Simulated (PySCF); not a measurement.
**Calculated NMR data**

[PySCF: coordinates at the GFN2-xTB level; GIAO PBE0/pcSseg-1 shieldings; gas phase; one computed conformer; no relativistic terms; one averaged value for each set of equivalent atoms]

References, each an isolated molecule treated in the same way: TMS for 1H, 13C. Splittings of carbon signals by F and P are missing where no couplings were computed. Where no couplings were computed, multiplicities follow the n + 1 count of equivalent neighbours, and m marks all less simple cases (inequivalent or close neighbours, rings, F or P nearby). Shifts are as computed. Against solution values, carbons near 30 ppm lie about +3 ppm off and those near 130 ppm about +5 ppm; carbons on Cl a further +6 ppm. Of 1211 compounds with measured shifts, 218 miss one by over three times the rms of a fit or turn the order of signals round; such compounds aren't used in these exercises. Carbons bonded to Cl come out too deshielded.

**1.** SMILES C1(C=C)=CON=C1F, C₅H₄FNO. 1H NMR (400 MHz, computed): δ 8.33 (m, 1H), 6.72 (m, 1H), 6.39 (m, 1H), 5.75 (m, 1H). 13C{1H} NMR (computed): δ 182.1, 165.0, 128.5, 125.6, 116.4.

**2.** SMILES C=C/C(F)=C/C=C\Cl, C₆H₆ClF. 1H NMR (400 MHz, computed): δ 6.99 (m, 1H), 6.41 (m, 1H), 6.19 (m, 1H), 6.16 (d, 1H), 6.12 (m, 1H), 5.69 (m, 1H). 13C{1H} NMR (computed): δ 169.1, 136.6, 132.4, 130.3, 125.7, 113.0.
